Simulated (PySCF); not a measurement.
GeH, SMILES [GeH] (connectivity only; charge and spin as stated), charge +1, multiplicity 1.

Geometry optimised at PBE0-D3(BJ)/def2-TZVPD. The spin state was assumed, not searched.

Two levels are set side by side: TDA-PBE/def2-TZVPD (PySCF) and TDA-B3LYP/def2-TZVPD (PySCF). Vertical, same geometry. The lowest singlet is HOMO→LUMO 99 % with PBE and HOMO→LUMO 99 % with the other functional; states are paired by order. Differences are taken from unrounded values.

| quantity | TDA-B3LYP |
|---|---|
| lowest singlet excitation (eV) | 3.28 |
| lowest triplet excitation (TDA) (eV) | 2.20 |
| first bright state (f over 0.05) (eV) | 9.50 |
| its oscillator strength | 0.56 |

Question: What does TDA-PBE give, and how far is it from TDA-B3LYP? (The exact figures need the calculation; the answer reports its results.)

Answer: 
```tsv
quantity	TDA-PBE	TDA-PBE minus TDA-B3LYP
lowest singlet excitation (eV)	3.23	-0.05
lowest triplet excitation (TDA) (eV)	2.15	-0.05
first bright state (f over 0.05) (eV)	9.38	-0.12
its oscillator strength	0.50	-0.06
```

Rough cost on one machine, each run with all the roots and properties that it gave: TDA-B3LYP against TDA-PBE within a factor of 2.
